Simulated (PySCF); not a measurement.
A geometry optimisation on 4,4-dimethyl-2-pentanone (`CC(=O)CC(C)(C)C`).

Method: PBE0-D3(BJ)/def2-SVP geometry optimisation, gas phase (PySCF 2.14.0). Start geometry: GFN2-xTB. A driver script takes a list of jobs; this job's settings line and coordinates (Å) are shown.

Input:
```
{"job": {"xc": "PBE0", "basis": "def2-SVP", "d3": "d3bj", "grid": 2, "kind": "geom"}, "charge": 0, "multiplicity": 1}
C      2.745971    -0.237573    -0.387241
C      1.392445    -0.648848    -0.910979
O      1.178296    -1.756026    -1.338112
C      0.338418     0.436960    -0.869564
C     -0.786659     0.145740     0.153300
C     -0.182347    -0.160831     1.525365
C     -1.673490     1.389575     0.257838
C     -1.625767    -1.041916    -0.316488
H      3.150727     0.547209    -1.023864
H      3.425783    -1.085684    -0.386657
H      2.652204     0.160817     0.620035
H     -0.117494     0.503679    -1.859968
H      0.803723     1.393747    -0.630291
H     -0.973031    -0.289347     2.261537
H      0.458859     0.653681     1.857952
H      0.402224    -1.077532     1.490427
H     -1.110015     2.238337     0.640127
H     -2.078127     1.657049    -0.715650
H     -2.505030     1.201529     0.932989
H     -2.144448    -0.801257    -1.242120
H     -0.995539    -1.908822    -0.495741
H     -2.367115    -1.301100     0.436257
```

Output:
```
step   0  E = -349.75176088  max force = 0.009931
step   1  E = -349.75374636  max force = 0.002152
step   2  E = -349.75377956  max force = 0.000517
step   3  E = -349.75378791  max force = 0.000408
optimisation converged
```

Energies in Eh; «max force» is the largest Cartesian gradient component in Eh/bohr.

Question: Give the first gradient maximum in eV/Å.

Answer: With 1 Eh/bohr = 51.422 eV/Å, 0.511 eV/Å.

Main results: final energy -349.75379 Eh after 3 steps; dipole 2.60 D.

Question: How long does this job take on Arm Neoverse V2, one thread, on a shared host? And the peak memory of the process?

Answer: About 60 s, with 0.83 GiB resident at the peak, the Python interpreter and its libraries included.
Labels such as C1 count atoms from 1, the log's own numbers from 0.
